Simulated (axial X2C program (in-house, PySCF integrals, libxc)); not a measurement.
# What spin–orbit coupling does to HfH⁺

All values were computed with an in-house all-electron X2C program for linear molecules (integrals from PySCF). Spin-free means the one-electron spin-free X2C Hamiltonian; two-component (2c) means X2C with spin–orbit coupling and atomic mean-field two-electron Coulomb and Gaunt terms, so the difference of the two also holds small scalar two-electron terms. Basis: Hf dyall-cv3z [13s14p9d7f4g], H dyall-v3z [6s2p1d] (cores contracted in-house); Gaussian nuclei, density fitting, unrestricted open shells. Masses: Hf 179.947 u, H 1.008 u.

Spin-free state: M_S = 1, Λ = 2 (beyond evenly filled blocks: σα, δ+α); fragments Hf+ + H.

| level | Re (Å) | ωe (cm⁻¹) | De (eV) | μ (D) |
| --- | --- | --- | --- | --- |
| PBE0 | 1.778 | 1867.8 | 2.753 | -2.32 |
| HF | 1.795 | 1900.4 | 2.098 | -3.07 |
| MP2 | 1.793 | 1888.1 | 2.598 | n/a |
| CCSD | 1.804 | 1836.6 | 2.616 | n/a |
| CCSD(T) | 1.805 | 1830.5 | 2.606 | n/a |
| r2SCAN | 1.772 | 1875.6 | 2.919 | -2.33 |

Correlated methods: 4 electrons correlated (number of frozen shells: Hf 5 s, 4 p, 2 d, 1 f; H none), 250 virtual spin orbitals or spinors in MP2, 57 natural virtuals in coupled cluster.

Dipoles are positive if H is the positive end and refer to the centre of mass.

Two-component determinant lowest at the distance of the search:

Ω = 1 (⟨Sz⟩ = -0.96, ⟨Lz⟩ = 1.96 at HF); fragments Hf+ + H.

```
  level  Re (Å)  ωe (cm⁻¹)  μ (D)
   PBE0   1.777     1865.2  -2.33
     HF   1.794     1896.7  -3.09
    MP2   1.793     1883.3    n/a
   CCSD   1.804     1831.9    n/a
CCSD(T)   1.805     1825.7    n/a
 r2SCAN   1.772     1873.2  -2.33
```

Task: From the two tables, how do the constants change at the CCSD(T) level (2c against spin-free)?

Result: At the CCSD(T) level Re is unchanged within 0.001 Å and ωe goes down by 4.8 cm⁻¹.

Occupations by symmetry block were frozen at the best pattern of an incomplete PBE0 search. De is counted from the lowest determinant-based energies of the atoms at the same level, without counterpoise correction. De is not given where an atomic determinant may have missed its ground term or J level, or where the truncated virtual space spoils (T). Density functionals use the spin component along the axis (collinear). CCSD and (T) use frozen natural virtuals with an MP2 correction for the truncation; (T) itself is uncorrected, so its De runs slightly low. Other states lie close and PBE0, whose exact exchange favours high spin, may order them wrongly; the determinant shown need not be the ground state. The nearest other spin-free determinant of the search, M_S = 0, Λ = 0, lies 0.15 eV up at the distance of the search. Without a current term, density functionals place determinants with orbital angular momentum somewhat too high. With several unpaired electrons one determinant need not be a pure state. The outer-core s and p shells of the metal are frozen in the correlated rows, which leaves out core–valence correlation; for alkali and alkaline-earth bonds that tends to lengthen them. With the outer-core shells frozen, correlated bond lengths of heavy atoms tend to come out a few hundredths of an ångström too long.
